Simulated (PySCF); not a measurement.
GeH₉NSi₂.
SMILES: `[SiH3][N]([SiH3])[GeH3]`

Theory: PySCF, PBE0-D3(BJ)/def2-SVP geometry optimisation, gas phase.

Masses are those of the commonest isotopes; rigid-rotor values at the optimised geometry. 

**Question.** Give the principal moments of inertia and the rotational constants in MHz.

**Answer.** Ia = 167.73, Ib = 281.03, Ic = 430.46 u·Å²; 505379 MHz·u·Å²/I gives A = 3013, B = 1798, C = 1174 MHz.

**Question.** What kind of rotor is it?

**Answer.** An asymmetric top. Ray's parameter κ = (2B − A − C)/(A − C) = -0.321; −1 is the prolate and +1 the oblate limit.

**Question.** What does the inertial defect say?

**Answer.** Not planar: Δ = Ic − Ia − Ib = -18.30 u·Å². For a rigid frame Δ = −2 Σ m c², so Σ m c² = 9.15 u·Å² lies off the ab plane: 9.03 from hydrogen and 0.12 from heavier atoms. The atom farthest from that plane is 1.47 Å away.

**Question.** Give the other two planar moments, Paa and Pbb, and the rms extents of the mass along the axes.

**Answer.** Paa = Σ m a² = (Ib + Ic − Ia)/2 = 271.88 and Pbb = Σ m b² = (Ia + Ic − Ib)/2 = 158.58 u·Å². With the mass M = 152.95 u, the rms extents √(P/M) along a, b and c are 1.33, 1.02, 0.24 Å.

**Question.** Give the coordinates in the principal-axis frame, origin at the centre of mass.

**Answer.** The sense of each axis is arbitrary; atoms in the order of the calculation.
```csv
atom,mass (u),a (Å),b (Å),c (Å)
Si1,27.977,-1.441,1.526,0.012
N2,14.003,-0.588,0.000,-0.089
Si3,27.977,-1.444,-1.524,0.012
Ge4,73.921,1.270,-0.001,0.004
H5,1.008,-2.793,1.369,-0.605
H6,1.008,-1.628,2.001,1.421
H7,1.008,-0.662,2.572,-0.719
H8,1.008,-2.784,-1.376,-0.633
H9,1.008,-0.651,-2.578,-0.691
H10,1.008,-1.659,-1.984,1.422
H11,1.008,1.744,0.020,1.472
H12,1.008,1.765,-1.283,-0.685
H13,1.008,1.770,1.260,-0.720
```

**Question.** List the rotational levels J(Ka,Kc) to J = 5 (MHz).

**Answer.** Above 0(0,0):
J = 1: 1(0,1) 2972, 1(1,1) 4187, 1(1,0) 4811
J = 2: 2(0,2) 8731, 2(1,2) 9507, 2(1,1) 11380, 2(2,1) 15025, 2(2,0) 15210
J = 3: 3(0,3) 16993, 3(1,3) 17385, 3(1,2) 21094, 3(2,2) 23942, 3(2,1) 24783, 3(3,1) 31679, 3(3,0) 31715
J = 4: 4(0,4) 27573, 4(1,4) 27739, 4(1,3) 33741, 4(2,3) 35683, 4(2,2) 37828, 4(3,2) 43856, 4(3,1) 44096, 4(4,1) 54301, 4(4,0) 54307
J = 5: 5(0,5) 40444, 5(1,5) 40506, 5(1,4) 49012, 5(2,4) 50135, 5(2,3) 54226, 5(3,3) 59070, 5(3,2) 59927, 5(4,2) 69572, 5(4,1) 69623, 5(5,1) 82938, 5(5,0) 82939

**Question.** Which lines would a microwave search look for?

**Answer.** The dipole components are |μa| = 0.72 D, |μb| = 0.00 D, |μc| = 0.10 D; the mirror of this Cs structure is the ac plane, so μb vanishes by symmetry and there are no b-type lines. Intensities carry the squares of the components, which stand as 1.00 : 0.02 (a : c). Some lines, for components of 0.1 D or more:

```
type  branch         J(Ka,Kc)    MHz  lower level (cm⁻¹)
   a       Q  1(1,0) ← 1(1,1)    624               0.140
   c       Q  1(1,1) ← 1(0,1)   1215               0.099
   c       Q  2(2,1) ← 2(1,1)   3644               0.380
   a       Q  3(1,2) ← 3(1,3)   3709               0.580
   c       Q  3(3,1) ← 3(2,1)   6896               0.827
   a       R  3(1,3) ← 2(1,2)   7878               0.317
   c       R  2(1,1) ← 1(0,1)   8408               0.099
   a       R  3(2,2) ← 2(2,1)   8917               0.501
   a       R  3(2,1) ← 2(2,0)   9573               0.507
   a       R  3(1,2) ← 2(1,1)   9714               0.380
   c       R  2(2,0) ← 1(1,0)  10399               0.160
   c       R  3(1,2) ← 2(0,2)  12363               0.291
   c       R  3(2,2) ← 2(1,2)  14434               0.317
   c       R  3(3,0) ← 2(2,0)  16505               0.507
   c       R  3(3,1) ← 2(2,1)  16654               0.501
```

**Question.** Estimate the classical rotational partition function at 50 K, 200 K and 500 K.

**Answer.** Point group Cs, symmetry number σ = 1; q = (√π/σ)·√((kT/h)³/(ABC)), k/h = 20836.6 MHz/K: 23600 at 50 K, 189000 at 200 K, 747000 at 500 K.

No frequency check. These are rigid-rotor constants of the computed structure; measured ground-state constants (B0) also hold zero-point vibration. A rigid rotor knows nothing of internal rotation, which can split or shift real lines. Quadrupole hyperfine structure (14N) is left out.
